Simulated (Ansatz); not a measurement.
NbS4: single points at one geometry.

```yaml
crystal:
  periodic: [false, false, false]
  atoms:
    - {symbol: Nb, position_ang: [-0.311855, -0.224139, -0.317109]}
    - {symbol: S, position_ang: [-0.585237, 0.864625, 1.732158]}
    - {symbol: S, position_ang: [-2.334340, 0.075371, 0.865780]}
    - {symbol: S, position_ang: [1.237242, -0.867870, -1.980012]}
    - {symbol: S, position_ang: [1.994201, 0.152013, -0.300817]}
basis:
  gaussian: {orbitals: def2-SVP, initial_orbitals: start.molden}
magnetization: {spin_polarized: true, initial_magnetization: 1}
correlation: {method: ccsd_t}
scf: {omitted_lower_state_checks: [starts, cluster_reference]}
output: {orbitals: {seedname: orbitals}}
```

The file start.molden holds the orbitals of an earlier run on this structure, at another level or in another basis.

```sh
$ ansatz run in.yaml --threads 4 --pin off --events-out ev --progress --plain --max-ram 4787MiB
```

Shortened log:

```
Functional definition: HF
965 factors; integrals over basis functions are off by at most 7.9e-4 eV
mean field evaluation 1: about -44789.7881 eV, gradient 1.7e1 eV
mean field evaluation 2: about -44791.0869 eV, gradient 1.3e0 eV
mean field evaluation 4: about -44791.4407 eV, gradient 6.8e-1 eV
mean field evaluation 8: about -44791.4453 eV, gradient 4.0e-4 eV
mean field -44791.44528944 eV, -1646.0552536550 hartree, gradient 2.9e-6 eV, S^2 0.792942; 0 other end points of the search recorded, 0 dependent functions left out
20 core orbitals not correlated: weight in the atoms' cores, before any rotation towards them, 1.000 or more for the frozen orbitals, at most 0.000 for the correlated occupied ones
reference -44791.44528944 eV, -1646.0552536550 hartree; 19, 18 occupied and 64, 65 virtual orbitals, 965 factors
second order -21.84766306 eV of doubles, -0.00000000 eV of singles
cycle   1  -21.03144706 eV  change    8.2e-1 eV  update   2.7e-1
cycle   2  -22.01625887 eV  change   -9.8e-1 eV  update   1.5e-1
cycle   3  -22.32813773 eV  change   -3.1e-1 eV  update   6.6e-2
cycle   4  -22.35947854 eV  change   -3.1e-2 eV  update   3.2e-2
cycle   5  -22.35517567 eV  change    4.3e-3 eV  update   1.5e-2
cycle   6  -22.35697431 eV  change   -1.8e-3 eV  update   7.5e-3
cycle   7  -22.35982969 eV  change   -2.9e-3 eV  update   5.5e-3
cycle   8  -22.36371577 eV  change   -3.9e-3 eV  update   3.5e-3
cycle   9  -22.36626318 eV  change   -2.5e-3 eV  update   2.4e-3
cycle  10  -22.36588517 eV  change    3.8e-4 eV  update   1.4e-3
cycle  11  -22.36497407 eV  change    9.1e-4 eV  update   8.2e-4
cycle  12  -22.36560476 eV  change   -6.3e-4 eV  update   4.4e-4
cycle  13  -22.36552840 eV  change    7.6e-5 eV  update   2.5e-4
cycle  14  -22.36594594 eV  change   -4.2e-4 eV  update   1.6e-4
cycle  15  -22.36603752 eV  change   -9.2e-5 eV  update   8.6e-5
cycle  16  -22.36596496 eV  change    7.3e-5 eV  update   5.6e-5
cycle  17  -22.36595923 eV  change    5.7e-6 eV  update   3.2e-5
perturbative correction -1.33213144 eV, -0.0489549274 hartree
Total energy: -44815.14338011 eV, -1646.9261424240 hartree
Checks for a lower state left out: starts, cluster_reference
```

Hardware: 4 threads of Arm Neoverse V2 on a shared host. Wall time 23 s, peak host memory 0.84 GiB.

The first input with `gaussian: {orbitals: def2-TZVP, initial_orbitals: start.molden}`, `hamiltonian: {xc: hse06, dispersion: d4}`, `scf: {omitted_lower_state_checks: [starts]}` and without the key `correlation` (abridged; 7 s):

```
Functional definition: HSE06
mean field -44880.30380914 eV, -1649.3207440234 hartree, gradient 1.9e-5 eV, S^2 0.782640
Total energy: -44880.52541988 eV, -1649.3288880678 hartree
Checks for a lower state left out: starts
```

The first input with `gaussian: {orbitals: def2-TZVP, initial_orbitals: start.molden}`, `hamiltonian: {xc: {name: r2SCANh}, dispersion: d4}`, `scf: {omitted_lower_state_checks: [starts]}` and without the key `correlation` (abridged; 15 s):

```
Functional definition: r2SCANh
mean field -44893.74875799 eV, -1649.8148367802 hartree, gradient 3.1e-5 eV, S^2 0.787759
Total energy: -44893.81530304 eV, -1649.8172822659 hartree
Checks for a lower state left out: starts
```

First input, but with `gaussian: {orbitals: def2-TZVP, initial_orbitals: start.molden}`, `hamiltonian: {xc: pbe, dispersion: d4}`, `scf: {omitted_lower_state_checks: [starts]}`, `output: {forces: true, orbitals: {seedname: orbitals}}` and without the key `correlation` (abridged; 4.6 s):

```
Functional definition: PBE
mean field -44879.11858279 eV, -1649.2771877584 hartree, gradient 1.8e-5 eV, S^2 0.773373
Total energy: -44879.38539501 eV, -1649.2869929264 hartree
Atom 0 force    -0.138283    -0.100097    -0.140213 eV/Å
Atom 1 force    -0.186910    -0.010399     0.057707 eV/Å
Atom 2 force     0.075671     0.107252     0.156753 eV/Å
Atom 3 force     0.168991     0.069671     0.091413 eV/Å
Atom 4 force     0.080531    -0.066426    -0.165660 eV/Å
Dipole moment:    -0.239495    -0.172413    -0.243455 e Å
Checks for a lower state left out: starts
```

As the first input, with `gaussian: {orbitals: def2-TZVP, initial_orbitals: start.molden}`, `hamiltonian: {xc: r2scan, dispersion: d4}`, `scf: {omitted_lower_state_checks: [starts]}` and without the key `correlation` (abridged; 13 s):

```
Functional definition: r2SCAN
mean field -44894.62967601 eV, -1649.8472099202 hartree, gradient 1.8e-5 eV, S^2 0.785153
Total energy: -44894.68857524 eV, -1649.8493744273 hartree
Checks for a lower state left out: starts
```

First input, but with `gaussian: {orbitals: def2-TZVP, initial_orbitals: start.molden}`, `hamiltonian: {xc: pbe0, dispersion: d4}`, `scf: {omitted_lower_state_checks: [starts]}` and without the key `correlation` (abridged; 8.5 s):

```
Functional definition: PBE0
mean field -44881.08091557 eV, -1649.3493021581 hartree, gradient 2.7e-5 eV, S^2 0.781736
Total energy: -44881.31137808 eV, -1649.3577714989 hartree
Checks for a lower state left out: starts
```

Geometry: PBE0-D4/def2-SVP.

In the def2 sets Nb takes a core potential; there is no spin–orbit coupling. HSE06 is defined as in plane-wave codes, on full-range PBE exchange. Correlated methods freeze 20 core orbitals; core or outer-core shells of Nb are correlated, in sets that lack core-valence functions. No other spin state of charge 0 was run. Another isomer (doublet) lies 0.18 eV lower at PBE0-D4/def2-TZVP; other spin states weren't run for this one.
